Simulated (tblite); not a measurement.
C8H9FO2.
Numbering: `[CH3:1][C:2]#[C:3][CH2:4][CH2:5][O:6][C:7](=[O:8])/[CH:9]=[CH:10]/[F:11]` (hydrogens: H12, H13, H14 on C1; H15, H16 on C4; H17, H18 on C5; H19 on C9; H20 on C10)

Cartesian coordinates in Å at the GFN2-xTB level; atoms count from 1:
```xyz
20
C8H9FO2 angstrom
C      4.730    0.050   -0.086
C      3.311   -0.058   -0.345
C      2.138   -0.140   -0.574
C      0.714   -0.234   -0.835
C     -0.034   -0.712    0.413
O     -1.427   -0.877    0.149
C     -2.189    0.220    0.192
O     -1.782    1.325    0.456
C     -3.593   -0.112   -0.122
C     -4.515    0.840   -0.123
F     -5.792    0.598   -0.403
H      5.007    1.097    0.042
H      5.294   -0.365   -0.920
H      4.987   -0.496    0.821
H      0.334    0.750   -1.124
H      0.533   -0.933   -1.657
H      0.098    0.011    1.224
H      0.321   -1.695    0.728
H     -3.821   -1.141   -0.347
H     -4.320    1.881    0.098
```

Calculated harmonic vibrations of the isolated species, GFN2-xTB (tblite), most abundant isotopes, no scaling. This tight-binding method is rough: wavenumbers can miss measured ones by several per cent, in bad cases by 10 to 20. One conformer, not necessarily the lowest. The optimisation stopped once no atom felt more than 0.01 eV/Å.

Lowest wavenumbers of the output (negative numbers stand for imaginary wavenumbers):
```
mode    cm-1
  1     -24.0
  2      30.6
  3      35.7
  4      54.9
  5      89.9
  6     130.4
  7     140.0
  8     220.0
  9     225.5
 10     263.8
 11     287.7
 12     309.3
 13     326.1
 14     390.3
 15     415.8
```

Problem. Is this structure a minimum?

Solution. Not by this Hessian. 1 mode is imaginary beyond 20i (24i cm⁻¹), so at this level the point lies at or near a first-order saddle. The curvature is small, so loose convergence or finite differences may be the whole cause.

Problem. Which atoms move in the imaginary mode?

Solution. 24i: H13 (methyl hydrogen) 34 %, H14 (methyl hydrogen) 31 %, H12 (methyl hydrogen) 31 %. These are shares of the mass-weighted motion.

Problem. What is the remedy?

Solution. Step along that mode in both directions, optimise again with tighter thresholds and repeat the frequencies. The zero-point energy of this point (93.5 kcal/mol) counts the 53 real modes alone, and thermal corrections from it aren't those of a minimum.
